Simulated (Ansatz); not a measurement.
## Abstraction of H: SbH(CH3)2 + CN → Sb(CH3)2 + HCN

Gas-phase species: SbH(CH3)2, singlet; CN, doublet; Sb(CH3)2, doublet; HCN `C#N`, singlet. A radical takes H: the energy is the difference in strength between the Sb–H bond broken and the C–H bond made.

Shapes, held fixed at every level: PBE0-D4/def2-TZVP. Programs: Ansatz 0.2.0. The zero-point and thermal change to 298 K, harmonic and unscaled (PBE0-D4/def2-TZVP), is +9.4 kJ/mol.

```json
{"level": "HF/def2-SVP", "kind": "Hartree–Fock", "ΔH(298 K) (kJ/mol)": "-240.8"}
{"level": "PBE-D4/def2-TZVPP", "kind": "GGA", "ΔH(298 K) (kJ/mol)": "-245.0"}
{"level": "r2SCAN-D4/def2-TZVPP", "kind": "meta-GGA", "ΔH(298 K) (kJ/mol)": "-248.2"}
{"level": "B3LYP-D4/def2-TZVPP", "kind": "global hybrid", "ΔH(298 K) (kJ/mol)": "-258.2"}
{"level": "PBE0-D4/def2-TZVPP", "kind": "global hybrid", "ΔH(298 K) (kJ/mol)": "-260.9"}
{"level": "wB97M-V/def2-TZVPP", "kind": "range-separated hybrid", "ΔH(298 K) (kJ/mol)": "-275.1"}
{"level": "wB97X-V/def2-TZVPP", "kind": "range-separated hybrid", "ΔH(298 K) (kJ/mol)": "-265.0"}
{"level": "B2PLYP/def2-TZVPP", "kind": "double hybrid", "ΔH(298 K) (kJ/mol)": "-259.0"}
```

B2PLYP/def2-TZVPP gives ΔH(298 K) = -259.0 kJ/mol; the levels span -275.1 to -240.8. The median of the levels is -258.6. No measured value is set beside it here. Spin contamination: CN (⟨S²⟩ up to 1.11). Open shells run unrestricted. For atoms past krypton def2 sets carry core potentials with scalar relativity. Outer-core shells of Sb are correlated, in sets that cover them unevenly.
